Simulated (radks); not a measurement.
Mg3+, configuration [He] 2s2 2p5. All-electron calculation, Dirac Kohn-Sham, LDA (Slater exchange, Perdew-Wang correlation), spin-unpolarised, spherical densities, finite nucleus; open shells are shared between the two j in proportion to 2j + 1; Fermi nuclear charge, rms radius 3.057 fm. Program: a radial shooting solver on a logarithmic mesh with Libxc functionals.

Unscreened Slater integrals over Kohn-Sham orbitals (cm^-1). Large and small components are both included.

F0(2p3/2,2p3/2): 314420
F2(2p3/2,2p3/2): 143940
F0(2p3/2,2p1/2): 314890
G2(2p3/2,2p1/2): 144010
F0(2p3/2,2s1/2): 302770
G1(2p3/2,2s1/2): 181270
F0(2p3/2,1s1/2): 444420
G1(2p3/2,1s1/2): 58419
F0(2p1/2,2p1/2): 315360
F0(2p1/2,2s1/2): 303170
G1(2p1/2,2s1/2): 181290
F0(2p1/2,1s1/2): 445930
G1(2p1/2,1s1/2): 58745
F0(2s1/2,2s1/2): 295380
F0(2s1/2,1s1/2): 418320
G0(2s1/2,1s1/2): 33353
F0(1s1/2,1s1/2): 1576800
